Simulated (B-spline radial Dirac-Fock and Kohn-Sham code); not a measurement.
**The Ni-like isoelectronic sequence (28 electrons), Z = 60 to 69**

Method: Dirac-Fock energy differences between relaxed states, corrected for Breit and QED terms. Computed with a B-spline atomic structure program. Binding energies in eV, tabulated ground configurations ([Ar] 3d10 throughout). Correlation and solid-state effects are left out.

```csv
ion,1s,3p1/2,3p3/2,outermost level,NIST ionisation energy
Nd³²⁺,44828.7,2552.5,2442.8,2133.7 (3d5/2),2134 ± 4
Pm³³⁺,46514.9,2688.1,2569.1,2251.0 (3d5/2),2251 ± 5
Sm³⁴⁺,48237.6,2827.5,2698.5,2371.3 (3d5/2),2371 ± 5
Eu³⁵⁺,49997.5,2970.7,2831.1,2494.7 (3d5/2),2495 ± 5
Gd³⁶⁺,51794.8,3117.8,2967.0,2621.0 (3d5/2),2621 ± 5
Tb³⁷⁺,53630.6,3268.8,3106.0,2750.4 (3d5/2),2750 ± 4
Dy³⁸⁺,55503.9,3423.7,3248.2,2882.9 (3d5/2),2882 ± 4
Ho³⁹⁺,57416.8,3582.7,3393.6,3018.3 (3d5/2),3018 ± 4
Er⁴⁰⁺,?,?,?,?,?
Tm⁴¹⁺,61361.1,3912.7,3694.2,3298.4 (3d5/2),3298 ± 4
```

Problem. Fill in the row of Er⁴⁰⁺.

Solution. 1s 59368.8, 3p1/2 3745.7, 3p3/2 3542.3, outermost 3156.8 (3d5/2), NIST 3157 ± 4 eV.

NIST's values are for the lowest levels; a dash marks a value that is missing or belongs to another shell. Their kind here: theoretical.
